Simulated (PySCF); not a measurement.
hydrogen sulfide (H₂S), SMILES S. Atoms are numbered in the order given.

```xyz
3

S      0.0000     0.0000     0.1031
H      0.0000    -0.9703    -0.8249
H      0.0000     0.9703    -0.8249
```

Coordinates come from a B3LYP-D3(BJ)/def2-TZVP optimisation.

Two levels are set side by side: PBE/pcSseg-2 (PySCF) and PBE0/pcSseg-2 (PySCF). GIAO shifts against H2S (³³S), TMS (¹H) at the same level; non-relativistic, no solvent, atoms listed together averaged. Differences are taken from unrounded values.

| quantity | PBE0 |
|---|---|
| δ(³³S) of S1 (ppm) | 0.0 |
| δ(¹H) of H2, H3 (ppm) | 1.08 |

Q: What does PBE give, and how far is it from PBE0? (Estimate from the structure and the level; the computed values follow.)

A: 
```tsv
quantity	PBE	PBE minus PBE0
δ(³³S) of S1 (ppm)	0.0	0.0
δ(¹H) of H2, H3 (ppm)	0.84	-0.24
```

Rough cost on one machine, each run with all the roots and properties that it gave: PBE0 against PBE within a factor of 2.
